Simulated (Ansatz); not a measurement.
A made-up structure of BSiH3Te, singlet:

| atom | x (Å) | y (Å) | z (Å) |
| --- | --- | --- | --- |
| B1 | -0.5776 | -0.9676 | -0.3051 |
| Si2 | 0.6078 | 0.4540 | 0.2859 |
| Te3 | -1.6860 | 0.8000 | -0.6651 |
| H4 | -0.8234 | -2.1126 | -0.4802 |
| H5 | -3.0922 | 1.7218 | -0.8354 |
| H6 | 0.7623 | 0.8432 | 1.7082 |

It is relaxed with PBE-D4/def2-SVP and then PBE0-D4/def2-TZVP (Ansatz 0.2.0). Atoms count as bonded within 1.22 times the sum of their covalent radii (H–H: 0.88 Å). The end point is not checked to be a true minimum.

(1) Does its bonding change? (Judge from chemistry; the calculation decides.)

## Answers

(1) By the calculation: No: no bond forms or breaks.

Where it ends: The first stage lowers the energy by 2.08 eV in 10 steps. It ends as BSiH₃Te ([BH]1[SiH][TeH]1):
```
atom    x (Å)    y (Å)    z (Å)
  B1  -0.5784  -0.8072  -0.2257
 Si2   0.7742   0.4683   0.1993
 Te3  -1.3738   1.0981  -1.2454
  H4  -1.1746  -1.8263  -0.3480
  H5  -2.7220   1.0415  -0.2621
  H6   0.2655   0.7644   1.5903
```

Labels in which every atom is bracketed show which atoms are joined, not bond orders.

For scale, one of the runs: PBE0-D4/def2-TZVP relaxation, 136 basis functions, launched by `ansatz run in.yaml --threads 2 --pin off --events-out ev --progress --plain --max-ram 4352MiB`. The run took about 26 s on 2 CPU threads of an Arm Neoverse V2 (shared host).
